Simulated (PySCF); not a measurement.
PySCF input file for B(H)(OH)(SiH3) (BH5OSi), SMILES OB[SiH3], B3LYP-D3(BJ)/def2-TZVP. Geometry optimised at B3LYP-D3(BJ)/def2-TZVP. One conformer was computed; it need not be the lowest.

```python
import numpy as np
from pyscf import gto, scf, dft, df
from pyscf.hessian import thermo

mol = gto.M(
    atom='''
    B    -0.59175591    0.76777193   -0.00000000
    H    -1.75751589    1.03577344    0.00000001
    O     0.24061287    1.83542050   -0.00000000
    H     1.17939921    1.61664213    0.00000000
    Si    0.06498140   -1.15626076    0.00000000
    H    -0.42566480   -1.88252845    1.19964173
    H    -0.42566482   -1.88252844   -1.19964173
    H     1.55358336   -1.22193164   -0.00000001
    ''',
    basis='def2-TZVP',
    charge=0,
    spin=0,
    max_memory=1600,
    verbose=3,
)
mf = dft.RKS(mol, xc='b3lyp').density_fit(auxbasis='def2-universal-jkfit')
mf.disp = 'd3bj'
mf.grids.level = 3
mf.conv_tol = 1e-11
mf.max_cycle = 100
mf.kernel()

# [left out here: the lines that compute and print the analytic Hessian (its translational invariance restored by hand, since the grid's response is missing), thermochemistry and intensities]
```

It prints:

```
converged SCF energy = -392.684622319545

WARN: DFTD3 does not support analytical Hessian, using finite difference


WARN: Mole.unit (angstrom) is changed to Bohr

Mode                                 0                   1                   2
Irrep
Freq [cm^-1]                       99.2619            223.8377            419.0984
Reduced mass [au]                   1.2384              2.3071              1.0949
Force const [Dyne/A]                0.0072              0.0681              0.1133
Char temp [K]                     142.8158            322.0526            602.9893
Normal mode                   x     y     z       x     y     z       x     y     z
       0   B                -0.00  0.00 -0.11    0.12 -0.00 -0.00   -0.00 -0.00  0.03
       1   H                -0.00  0.00 -0.28    0.08 -0.15 -0.00   -0.00 -0.00 -0.38
       2   O                 0.00 -0.00  0.07   -0.05  0.13  0.00    0.00 -0.00 -0.05
       3   H                 0.00 -0.00  0.20   -0.01  0.30  0.00   -0.00 -0.00  0.34
       4  Si                -0.00  0.00 -0.00   -0.00 -0.07  0.00    0.00  0.00  0.04
       5   H                 0.34  0.24  0.29   -0.19  0.05 -0.00    0.20 -0.47 -0.18
       6   H                -0.34 -0.24  0.29   -0.19  0.05  0.00   -0.20  0.47 -0.18
       7   H                 0.00  0.00 -0.39   -0.02 -0.43 -0.00    0.00  0.00 -0.28
Mode                                 3                   4                   5
Irrep
Freq [cm^-1]                      502.4790            663.9465            686.8169
Reduced mass [au]                   2.2029              1.9976              1.4900
Force const [Dyne/A]                0.3277              0.5188              0.4141
Char temp [K]                     722.9554            955.2711            988.1766
Normal mode                   x     y     z       x     y     z       x     y     z
       0   B                -0.04  0.11  0.00    0.15 -0.12  0.00   -0.00  0.00  0.14
       1   H                -0.01  0.24 -0.00    0.13 -0.20 -0.00   -0.00  0.00 -0.10
       2   O                 0.02  0.09 -0.00   -0.02  0.01 -0.00    0.00 -0.00 -0.08
       3   H                 0.01  0.04  0.00    0.04  0.25  0.00   -0.00 -0.00  0.68
       4  Si                -0.01 -0.10  0.00   -0.07  0.03 -0.00    0.00 -0.00 -0.04
       5   H                 0.25 -0.25  0.01    0.19 -0.08  0.03   -0.05  0.25  0.10
       6   H                 0.25 -0.25 -0.01    0.19 -0.08 -0.03    0.05 -0.25  0.10
       7   H                 0.01  0.33  0.00   -0.03  0.50  0.00    0.00 -0.00  0.15
Mode                                 6                   7                   8
Irrep
Freq [cm^-1]                      878.5050            903.8386            947.6294
Reduced mass [au]                   1.2231              1.1162              1.0340
Force const [Dyne/A]                0.5561              0.5372              0.5471
Char temp [K]                    1263.9731           1300.4224           1363.4277
Normal mode                   x     y     z       x     y     z       x     y     z
       0   B                 0.00 -0.00  0.13   -0.01 -0.01  0.00   -0.00  0.01 -0.00
       1   H                 0.00  0.00 -0.72    0.01  0.09 -0.00   -0.02 -0.05  0.00
       2   O                -0.00 -0.00  0.01    0.00  0.01  0.00   -0.00  0.00  0.00
       3   H                 0.00  0.00 -0.49   -0.01 -0.05 -0.00   -0.02 -0.08  0.00
       4  Si                -0.00  0.00 -0.02    0.02 -0.06 -0.00   -0.03 -0.00 -0.00
       5   H                 0.03  0.08  0.05   -0.21  0.48  0.22    0.47  0.25  0.35
       6   H                -0.03 -0.08  0.05   -0.21  0.48 -0.22    0.47  0.25 -0.35
       7   H                -0.00 -0.00  0.15    0.03  0.49  0.00   -0.04 -0.38  0.00
Mode                                 9                  10                  11
Irrep
Freq [cm^-1]                      951.1239           1009.4101           1182.8002
Reduced mass [au]                   1.0364              1.1292              1.2778
Force const [Dyne/A]                0.5524              0.6779              1.0533
Char temp [K]                    1368.4555           1452.3164           1701.7862
Normal mode                   x     y     z       x     y     z       x     y     z
       0   B                -0.00  0.00  0.03    0.00  0.01  0.00   -0.10  0.04  0.00
       1   H                -0.00 -0.00 -0.12   -0.14 -0.65 -0.00   -0.25 -0.56 -0.00
       2   O                -0.00  0.00 -0.00    0.03  0.08  0.00    0.07 -0.02 -0.00
       3   H                -0.00 -0.00 -0.03   -0.13 -0.64 -0.00    0.20  0.59  0.00
       4  Si                -0.00 -0.00  0.03   -0.01 -0.00 -0.00    0.00 -0.01  0.00
       5   H                -0.43  0.14 -0.07   -0.02 -0.04 -0.03   -0.01  0.03  0.03
       6   H                 0.43 -0.14 -0.07   -0.02 -0.04  0.03   -0.01  0.03 -0.03
       7   H                -0.00 -0.00 -0.72    0.01  0.10  0.00    0.00  0.04 -0.00
Mode                                12                  13                  14
Irrep
Freq [cm^-1]                     1333.7376           2182.4051           2206.3906
Reduced mass [au]                   7.5254              1.0376              1.0327
Force const [Dyne/A]                7.8872              2.9118              2.9621
Char temp [K]                    1918.9514           3139.9950           3174.5048
Normal mode                   x     y     z       x     y     z       x     y     z
       0   B                 0.12  0.21 -0.00    0.00  0.00 -0.00   -0.00 -0.00  0.00
       1   H                 0.03 -0.21 -0.00    0.00 -0.01 -0.00    0.02  0.00 -0.00
       2   O                -0.08 -0.11  0.00   -0.00 -0.00  0.00   -0.00  0.00 -0.00
       3   H                -0.06 -0.01 -0.00   -0.01 -0.00 -0.00   -0.00 -0.01  0.00
       4  Si                -0.00 -0.01 -0.00    0.03 -0.00 -0.00    0.02  0.02  0.00
       5   H                -0.01  0.00  0.01    0.03  0.03 -0.05   -0.23 -0.33  0.57
       6   H                -0.01  0.00 -0.01    0.03  0.03  0.05   -0.23 -0.33 -0.57
       7   H                 0.02  0.07 -0.00   -0.98  0.05  0.00   -0.08  0.02  0.00
Mode                                15                  16                  17
Irrep
Freq [cm^-1]                     2207.6324           2588.8510           3795.3157
Reduced mass [au]                   1.0503              1.0946              1.0663
Force const [Dyne/A]                3.0159              4.3223              9.0493
Char temp [K]                    3176.2915           3724.7802           5460.6143
Normal mode                   x     y     z       x     y     z       x     y     z
       0   B                -0.00 -0.00 -0.00    0.09 -0.02 -0.00    0.00 -0.00 -0.00
       1   H                 0.00  0.00  0.00   -0.93  0.21 -0.00   -0.01  0.01  0.00
       2   O                -0.00  0.00  0.00   -0.00 -0.00  0.00    0.06 -0.01  0.00
       3   H                -0.00 -0.00 -0.00    0.01 -0.01 -0.00   -0.94  0.20 -0.00
       4  Si                 0.00  0.00 -0.04    0.00  0.00 -0.00   -0.00  0.00 -0.00
       5   H                -0.23 -0.34  0.55   -0.00 -0.01  0.01    0.00 -0.00  0.00
       6   H                 0.23  0.34  0.55   -0.00 -0.01 -0.01    0.00 -0.00 -0.00
       7   H                -0.00  0.00 -0.01   -0.00 -0.00 -0.00    0.00  0.00  0.00
temperature 298.1500 [K]
pressure 101325.00 [Pa]
Rotational constants [GHz] 33.60391 4.47437 4.13613
Symmetry number 1
Zero-point energy (ZPE) 0.05190 [Eh]   136273.079 [J/mol]
                           tot       elec      trans        rot        vib
Entropy [J/mol/K]       293.927      0.000    159.795     99.420     34.712
Cv [J/mol/K]             70.183      0.000     12.472     12.472     45.240
Cp [J/mol/K]             78.497      0.000     20.786     12.472     45.240
Internal energy [J/mol]                      3718.434   3718.434 142272.982
Internal energy [Eh]   -392.62760  -392.68462
Enthalpy [J/mol]                             6197.391   3718.434 142272.982
Enthalpy [Eh]          -392.62666
Gibbs free energy [J/mol]                  -41445.635 -25923.542 131923.613
Gibbs free energy [Eh] -392.66003
mode   freq/cm-1   IR/(km/mol)
   1       99.26         0.317
   2      223.84        15.563
   3      419.10        78.167
   4      502.48        16.130
   5      663.95         4.077
   6      686.82        29.781
   7      878.51        16.139
   8      903.84       218.486
   9      947.63        45.989
  10      951.12        40.571
  11     1009.41        78.331
  12     1182.80       109.880
  13     1333.74       198.752
  14     2182.41       105.171
  15     2206.39        66.872
  16     2207.63       101.915
  17     2588.85       138.906
  18     3795.32        54.041
max |gradient| / (hartree/bohr): 8.658974393849561e-05
APT charges: [ 0.6211 -0.2061 -0.7062  0.2926  0.7256 -0.2312 -0.2312 -0.2646]
```

Self-consistency was reached.
